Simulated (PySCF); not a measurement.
PySCF 2.14 output of an unrestricted PBE0 calculation on a single atom or ion in ANO-RCC-VTZP, with the spin-free X2C one-electron Hamiltonian (Gaussian nucleus):

```
SCF conv_tol = 1e-09
number electrons alpha = 35  beta = 29
    C. Adamo and V. Barone.,  J. Chem. Phys. 110, 6158 (1999)
    M. Ernzerhof and G. E. Scuseria.,  J. Chem. Phys. 110, 5029 (1999)
cycle= 1 E= -11707.543025432  delta_E= -0.0159  |g|= 0.329  |ddm|= 0.229
cycle= 2 E= -11707.5133266978  delta_E= 0.0297  |g|= 0.624  |ddm|= 0.197
cycle= 3 E= -11707.5545462939  delta_E= -0.0412  |g|= 0.00649  |ddm|= 0.129
cycle= 4 E= -11707.5545513285  delta_E= -5.03e-06  |g|= 0.00381  |ddm|= 0.00289
cycle= 5 E= -11707.5545532335  delta_E= -1.9e-06  |g|= 0.000713  |ddm|= 0.00156
cycle= 6 E= -11707.5545533108  delta_E= -7.73e-08  |g|= 6.96e-05  |ddm|= 0.00031
cycle= 7 E= -11707.554553316  delta_E= -5.21e-09  |g|= 1.42e-05  |ddm|= 0.000231
cycle= 8 E= -11707.554553318  delta_E= -1.97e-09  |g|= 4.21e-06  |ddm|= 0.000206
cycle= 9 E= -11707.5545533181  delta_E= -1.91e-10  |g|= 4.78e-07  |ddm|= 8.32e-05
converged SCF energy = -11707.5545533181  <S^2> = 12.004118  2S+1 = 7.0011765
```

The run itself started from symmetry-adapted Hartree-Fock orbitals and held the occupation by maximum overlap, on a logarithmic radial grid, so the iterations belong to that start.

Problem. Which element, charge and spin multiplicity is this?

Solution. Tb⁺ (terbium, charge +1), multiplicity 7; the state was [Xe] 4f9 6s1, one real determinant.

⟨L²⟩ = 24.02 against 30 for a pure H term, so this real determinant mixes terms. Spin-orbit coupling, absent here, splits the open shell strongly.
